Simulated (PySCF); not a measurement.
Species: 1,2,4-tricyanobenzene, C9H3N3.
Geometry (PBE0-D3(BJ)/def2-SVP, Å), atoms numbered from 1 in this order:
```xyz
15
C9H3N3 angstrom
N      4.0376    0.6837   -0.5697
C      2.9195    0.4269   -0.4073
C      1.5387    0.1045   -0.2048
C      1.1469   -1.2328   -0.0423
C     -0.1907   -1.5441    0.1541
C     -1.1561   -0.5309    0.1910
C     -2.5308   -0.8699    0.3950
N     -3.6382   -1.1665    0.5620
C     -0.7635    0.8168    0.0268
C     -1.7321    1.8697    0.0587
N     -2.5042    2.7328    0.0811
C      0.5837    1.1263   -0.1701
H      1.8981   -2.0234   -0.0715
H     -0.5027   -2.5816    0.2813
H      0.8863    2.1663   -0.2966
```

NICS = −σ at a ghost point: NICS(0) at the centroid of the ring atoms, NICS(1) 1 Å to either side along the normal of their mean plane, zz for the tensor component along that normal. Level: GIAO KT2/pcSseg-2 (PySCF, non-relativistic, gas phase) on the PBE0-D3(BJ)/def2-SVP geometry, one conformer.

Ring bond lengths (Å): C3–C4 1.403, C4–C5 1.387, C5–C6 1.400, C6–C9 1.413, C9–C12 1.396, C12–C3 1.399.

Q: Give the NICS values of each ring in ppm.

A: 
| ring | type | NICS(0) | NICS(1), two faces | NICS(1)zz, two faces | rms pucker (Å) | centre to ring atoms, mean (Å) |
| --- | --- | --- | --- | --- | --- | --- |
| C3–C4–C5–C6–C9–C12 | 6-membered carbocycle; formal bonds all aromatic | -8.8 | -9.3 / -9.3 | -23.5 / -23.5 | 0.00 | 1.40 |

Q: What do they say, and how far can they be read as aromaticity?

A: 
- C3–C4–C5–C6–C9–C12: mean NICS(1)zz -23.5 ppm, shielded. For a flat ring without four-coordinate atoms the NICS criterion counts such a value as aromatic.

Q: How equal are the bonds by HOMA? HOMA = 1 − mean of α(R − Ropt)² over the ring bonds, with Krygowski's 1993 parameters (CC: Ropt 1.388 Å, α 257.7 Å⁻²).

A: 
- C3–C4–C5–C6–C9–C12: HOMA 0.95 = 1 − EN − GEO, with mean bond length 1.400 Å, EN = α(Ropt − mean)² = 0.036 and GEO = α × variance = 0.016. The geometric and the magnetic index point the same way.

Q: What field does 14.1 T along the ring normal induce along that normal at the first NICS(1) probe listed for ring C3–C4–C5–C6–C9–C12, 1 Å off the ring?

A: NICSzz × B0 = -23.5 ppm × 14.1 T = -331 μT, against the applied field.

Q: How shielded are the nuclei of the rings and their hydrogens (means over atoms taken as equivalent)?

A: 
| atoms | environment | σ isotropic (ppm) | principal values of the symmetric part, first atom (ppm) |
| --- | --- | --- | --- |
| C3 | substituted aromatic carbon | 66.3 | -29.8, 67.2, 161.7 |
| C4 | aromatic CH carbon | 48.5 | -51.2, 28.5, 168.1 |
| C5 | aromatic CH carbon | 48.7 | -51.2, 30.4, 166.8 |
| C6 | substituted aromatic carbon | 63.7 | -29.4, 62.5, 158.0 |
| C9 | substituted aromatic carbon | 64.5 | -28.2, 64.2, 157.5 |
| C12 | aromatic CH carbon | 45.0 | -51.6, 23.8, 162.9 |
| H13 | aromatic hydrogen | 23.55 | 20.4, 23.0, 27.3 |
| H14 | aromatic hydrogen | 23.55 | 20.1, 23.1, 27.5 |
| H15 | aromatic hydrogen | 23.37 | 19.9, 22.1, 28.1 |

Q: How do the values depend on the level or the medium?

A: 
| level | NICS(0), C3–C4–C5–C6–C9–C12 | mean NICS(1)zz, C3–C4–C5–C6–C9–C12 |
| --- | --- | --- |
| KT2/pcSseg-2, gas | -8.8 | -23.5 |
| PBE0/pcSseg-1, gas | -9.5 | -25.5 |

The geometry is the same throughout.
